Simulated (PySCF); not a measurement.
CaO₂, SMILES [O]1[O][Ca]1.

Geometry: PBE0-D3(BJ)/def2-TZVP.

All values below come from PySCF with TDDFT-LC-ωPBE/def2-TZVPD.

Vertical excitations. The molecule is in vacuum. State labels are in the subgroup C2v.

Computed UV-visible absorptions:
| state | symmetry | energy (eV) | λ (nm) | f | main pairs |
|---|---|---|---|---|---|
| S1 | A2 | 2.23 | 556 | 0.000 | HOMO→LUMO 84 % |
| S2 | B2 | 2.92 | 424 | 0.000 | HOMO−1→LUMO 85 % |
| S3 | B1 | 3.59 | 346 | 0.019 | HOMO→LUMO+1 75 %, HOMO→LUMO+9 18 % |
| S4 | B2 | 3.81 | 326 | 0.014 | HOMO→LUMO+2 92 % |
| S5 | A2 | 4.12 | 301 | 0.000 | HOMO→LUMO+3 68 %, HOMO→LUMO+5 13 %, HOMO→LUMO 11 % |
| S6 | A1 | 4.33 | 287 | 0.000 | HOMO−1→LUMO+1 75 %, HOMO−1→LUMO+9 17 % |
| S7 | A2 | 4.52 | 274 | 0.000 | HOMO−1→LUMO+2 89 % |
| S8 | A2 | 4.74 | 262 | 0.000 | HOMO→LUMO+7 58 %, HOMO→LUMO+5 19 %, HOMO→LUMO+4 15 % |
| S9 | B2 | 4.84 | 256 | 0.007 | HOMO−1→LUMO+3 66 %, HOMO−1→LUMO+5 14 % |
| S10 | B1 | 5.19 | 239 | 0.001 | HOMO→LUMO+17 35 %, HOMO→LUMO+6 24 %, HOMO→LUMO+9 20 %, HOMO→LUMO+1 14 % |
| T1 | A2 | 2.16 | 573 | 0 | HOMO→LUMO 83 %, HOMO→LUMO+3 12 % |
| T2 | B2 | 2.84 | 437 | 0 | HOMO−1→LUMO 84 % |
| T3 | B1 | 3.28 | 378 | 0 | HOMO→LUMO+1 52 %, HOMO→LUMO+9 26 %, HOMO→LUMO+17 17 % |
| T4 | B2 | 3.77 | 329 | 0 | HOMO→LUMO+2 91 % |
Triplets are in the Tamm–Dancoff approximation, which puts them higher than full response would, so one can lie above its singlet here.
